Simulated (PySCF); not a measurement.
## Electron correlation in Sr (strontium, neutral)

[Kr] 5p2, high-spin 3P determinant (an excited configuration). All numbers are calculated (PySCF 2.14, the spin-free X2C one-electron Hamiltonian (Gaussian nucleus), in aug-cc-pVTZ-X2C (8s7p5d2f, 68 functions)). Frozen: [Kr]; 2 electrons correlated.

With two correlated electrons CCSD is exact within the correlated space (frozen core and kept virtual orbitals).

```tsv
level	correlation energy (mhartree)
CCSD	-16.45
```

Diagnostics: T1 = 0.023, D1 = 0.0319, largest double amplitude 0.415.

A double-excitation amplitude exceeds 0.15, a sign of near-degeneracy.

Cost of the coupled-cluster step: about 1.6 core-seconds, for 2 correlated electrons.

Iterations:

```
CC2 = 0
CCSD nocc = (np.int64(2), np.int64(0)), nmo = (50, 50)
frozen orbitals [[0, 1, 2, 3, 4, 5, 6, 7, 8, 9, 10, 11, 12, 13, 14, 15, 16, 17], [0, 1, 2, 3, 4, 5, 6, 7, 8, 9, 10, 11, 12, 13, 14, 15, 16, 17]]
max_cycle = 100
direct = 0
conv_tol = 1e-08
conv_tol_normt = 1e-06
diis_space = 8
diis_start_cycle = 0
Init t2, MP2 energy = -0.00455480651857521
Init E_corr(UCCSD) = -0.00455480651994907
cycle = 1  E_corr(UCCSD) = -0.00710000601717882  dE = -0.0025451995  norm(t1,t2) = 0.0737876
cycle = 2  E_corr(UCCSD) = -0.00881163187040559  dE = -0.00171162585  norm(t1,t2) = 0.0592173
cycle = 3  E_corr(UCCSD) = -0.0151384058530438  dE = -0.00632677398  norm(t1,t2) = 0.0500118
cycle = 4  E_corr(UCCSD) = -0.0156581600065863  dE = -0.000519754154  norm(t1,t2) = 0.0155809
cycle = 5  E_corr(UCCSD) = -0.0170491935180256  dE = -0.00139103351  norm(t1,t2) = 0.00645472
cycle = 6  E_corr(UCCSD) = -0.0160414307341775  dE = 0.00100776278  norm(t1,t2) = 0.00483011
cycle = 7  E_corr(UCCSD) = -0.0165713626854342  dE = -0.000529931951  norm(t1,t2) = 0.00318322
cycle = 8  E_corr(UCCSD) = -0.0165304890612014  dE = 4.08736242e-05  norm(t1,t2) = 0.00107117
cycle = 9  E_corr(UCCSD) = -0.0164948021462263  dE = 3.5686915e-05  norm(t1,t2) = 0.00135102
cycle = 10  E_corr(UCCSD) = -0.0164597566354232  dE = 3.50455108e-05  norm(t1,t2) = 0.000400529
cycle = 11  E_corr(UCCSD) = -0.0164494455326546  dE = 1.03111028e-05  norm(t1,t2) = 0.000151817
cycle = 12  E_corr(UCCSD) = -0.0164508283692402  dE = -1.38283659e-06  norm(t1,t2) = 8.5675e-05
cycle = 13  E_corr(UCCSD) = -0.0164508467788699  dE = -1.84096298e-08  norm(t1,t2) = 5.59431e-05
cycle = 14  E_corr(UCCSD) = -0.0164511453955225  dE = -2.98616653e-07  norm(t1,t2) = 1.23595e-05
cycle = 15  E_corr(UCCSD) = -0.0164510708901425  dE = 7.45053799e-08  norm(t1,t2) = 2.73663e-06
cycle = 16  E_corr(UCCSD) = -0.0164510779868063  dE = -7.09666372e-09  norm(t1,t2) = 4.63558e-06
cycle = 17  E_corr(UCCSD) = -0.0164510368053639  dE = 4.11814424e-08  norm(t1,t2) = 3.25782e-06
cycle = 18  E_corr(UCCSD) = -0.0164510253109426  dE = 1.14944213e-08  norm(t1,t2) = 3.88379e-06
cycle = 19  E_corr(UCCSD) = -0.0164510290732099  dE = -3.76226732e-09  norm(t1,t2) = 1.73519e-06
cycle = 20  E_corr(UCCSD) = -0.016451025321614  dE = 3.75159591e-09  norm(t1,t2) = 1.87241e-06
cycle = 21  E_corr(UCCSD) = -0.0164510123379338  dE = 1.29836803e-08  norm(t1,t2) = 1.5371e-06
cycle = 22  E_corr(UCCSD) = -0.0164510137804499  dE = -1.44251616e-09  norm(t1,t2) = 1.18361e-06
cycle = 23  E_corr(UCCSD) = -0.0164510132608218  dE = 5.19628101e-10  norm(t1,t2) = 1.22653e-06
cycle = 24  E_corr(UCCSD) = -0.0164509936672541  dE = 1.95935677e-08  norm(t1,t2) = 1.05795e-06
cycle = 25  E_corr(UCCSD) = -0.0164510047415401  dE = -1.1074286e-08  norm(t1,t2) = 1.12309e-06
cycle = 26  E_corr(UCCSD) = -0.0164509753560523  dE = 2.93854878e-08  norm(t1,t2) = 1.53747e-06
cycle = 27  E_corr(UCCSD) = -0.0164509788370681  dE = -3.48101577e-09  norm(t1,t2) = 8.71229e-07
UCCSD converged
E(UCCSD) = -3177.227485200133  E_corr = -0.01645097883706805
```
